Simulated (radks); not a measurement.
Problem. The niobium ion Nb2+ is in [Kr] 4d3. Calculated with a radial shooting solver on a logarithmic mesh with Libxc functionals: non-relativistic Kohn-Sham, PBE, spin-polarised, spherical densities, point nucleus. Open shells are filled with parallel spins first. One electron is removed from 3d, 4p, 4d, 4s in turn, with full relaxation. Which removal costs least, and what does each cost?

Solution. 4d 25.892 eV; 4p 56.702 eV; 4s 78.803 eV; 3d 233.38 eV. The 4d electron leaves first.
